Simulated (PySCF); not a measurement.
Magnetic shielding above rings: a mixed set.

NICS is the negative of the GIAO shielding at a point without a nucleus: at the ring centre (0) and 1 Å above and below it (1); zz is the component along the ring normal. Level: GIAO PBE0/pcSseg-1 (PySCF, non-relativistic, gas phase) on the GFN2-xTB geometries, one conformer each. Atom numbers follow the mapped SMILES.

Question: Order these rings by mean NICS(1)zz, lowest (most negative) first (ppm).
A. ring C4–C5–C6–N7–C8–C9 in `[CH3:1][SiH2:2][P-:3][c:4]1[cH:5][cH:6][n:7][cH:8][cH:9]1` (charge -1)
B. ring C6–C7–C8 in `[CH:1]#[C:2][CH2:3][P:4]([CH3:5])[CH:6]1[CH2:7][CH2:8]1`
C. ring C3–C4–C5–C8–P11 in `[CH2:1]=[CH:2][c:3]1[cH:4][c:5]([CH:6]=[CH2:7])[c:8]([CH:9]=[CH2:10])[p-:11]1` (charge -1)
D. ring C5–C6–C7 in `[CH2:1]=[CH:2][P@:3](=[O:4])([CH:5]1[CH2:6][CH2:7]1)[C:8]([F:9])([F:10])[F:11]`
E. ring C2–C3–C4–P5–C7–C8 in `[CH3:1][CH:2]1[CH:3]=[CH:4][P:5]([CH3:6])[CH:7]=[CH:8]1`
F. ring Si3–N4–Si5–N6 in `[CH2:1]=[CH:2][SiH:3]1[NH:4][SiH2:5][NH:6]1`
G. ring C2–C3–C4–P5–C10–C11 in `[O:1]=[C:2]1[CH2:3][CH2:4][P:5]([C:6]([F:7])([F:8])[F:9])[CH2:10][CH2:11]1`

Answer: D (-24.7), B (-23.2), C (-17.0), A (-15.8), E (-5.6), F (-0.1), G (1.4).

```json
{"SMILES": "C=C[P@](=O)(C1CC1)C(F)(F)F", "ring": "3-membered carbocycle; formal bonds all single", "NICS(0)": "-45.2", "NICS(1)": "-9.0", "NICS(1)zz": "-24.7", "HOMA": "–", "rms pucker (Å)": "0.00", "ring atoms with four or more neighbours": "3"}
{"SMILES": "C#CCP(C)C1CC1", "ring": "3-membered carbocycle; formal bonds all single", "NICS(0)": "-44.5", "NICS(1)": "-8.8", "NICS(1)zz": "-23.2", "HOMA": "–", "rms pucker (Å)": "0.00", "ring atoms with four or more neighbours": "3"}
{"SMILES": "C=Cc1cc(C=C)c(C=C)[p-]1", "ring": "5-membered ring with P; formal bonds all aromatic", "NICS(0)": "-6.9", "NICS(1)": "-8.0", "NICS(1)zz": "-17.0", "HOMA": "0.72", "rms pucker (Å)": "0.00", "ring atoms with four or more neighbours": "0"}
{"SMILES": "C[SiH2][P-]c1ccncc1", "ring": "6-membered ring with N; formal bonds all aromatic", "NICS(0)": "-2.7", "NICS(1)": "-7.1", "NICS(1)zz": "-15.8", "HOMA": "0.93", "rms pucker (Å)": "0.00", "ring atoms with four or more neighbours": "0"}
{"SMILES": "CC1C=CP(C)C=C1", "ring": "6-membered ring with P; formal bonds 2 double, 4 single", "NICS(0)": "-2.7", "NICS(1)": "-3.9", "NICS(1)zz": "-5.6", "HOMA": "–", "rms pucker (Å)": "0.24", "ring atoms with four or more neighbours": "1"}
{"SMILES": "C=C[SiH]1N[SiH2]N1", "ring": "4-membered ring with 2 N and 2 Si; formal bonds all single", "NICS(0)": "-7.7", "NICS(1)": "-1.2", "NICS(1)zz": "-0.1", "HOMA": "–", "rms pucker (Å)": "0.01", "ring atoms with four or more neighbours": "2"}
{"SMILES": "O=C1CCP(C(F)(F)F)CC1", "ring": "6-membered ring with P; formal bonds all single", "NICS(0)": "-0.6", "NICS(1)": "-2.4", "NICS(1)zz": "1.4", "HOMA": "–", "rms pucker (Å)": "0.32", "ring atoms with four or more neighbours": "4"}
```

NICS(0) gives another order. The isotropic NICS(1) gives another order. HOMA uses Krygowski's 1993 parameters; it is left out where a ring has a four-coordinate atom, a triple bond, no multiple bond or a kind of bond without parameters. NICS(1) and NICS(1)zz are means over the two faces.
